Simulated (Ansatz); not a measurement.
Relaxation of ClF₅H₂OW (10 atoms, charge 0, multiplicity 1), to a largest force component of 0.03 eV/Å in at most 50 steps.

These are results of Ansatz 0.2.0, RKS PBE/def2-SVP, not measurements.

```xyz
10
Properties=species:S:1:pos:R:3
W -0.117 -0.074 -0.047
O -0.324 -0.086 1.863
H 0.045 -0.770 2.456
F 1.747 -0.018 0.258
F 0.023 1.743 -0.420
Cl -2.347 -0.172 -0.572
F -0.032 -1.950 0.145
F 0.347 -0.465 -1.817
F -1.781 2.033 1.424
H -1.546 1.705 2.264
```

Task: Where does it end, and by what steps?

Result: The run converged. After 12 steps the energy has fallen by 0.182 eV; F9 moved furthest, 0.66 Å.

```csv
step,energy less start (eV),largest force component (eV/Å),accepted
0,0.0000,0.538,yes
1,-0.0436,1.382,yes
2,-0.0665,1.625,yes
3,-0.1419,0.788,yes
4,-0.1690,0.303,yes
5,-0.1772,0.122,yes
6,-0.1779,0.053,yes
7,-0.1798,0.043,yes
8,-0.1804,0.128,yes
9,-0.1809,0.072,yes
10,-0.1819,0.042,yes
11,-0.1821,0.042,yes
12,-0.1822,0.009,yes
```

```xyz
10
Properties=species:S:1:pos:R:3
W -0.049 -0.152 -0.146
O -0.411 0.048 1.717
H -0.351 -0.614 2.433
F 1.797 0.019 0.161
F -0.087 1.687 -0.409
Cl -2.264 -0.317 -0.731
F 0.078 -1.985 0.246
F 0.422 -0.596 -1.897
F -1.835 2.305 2.024
H -1.285 1.551 2.155
```

Whether the end is a true minimum wasn't checked by a vibrational analysis.

Run time: 39 s on 4 threads of Arm Neoverse V1, on a shared host, peak memory 0.22 GiB.
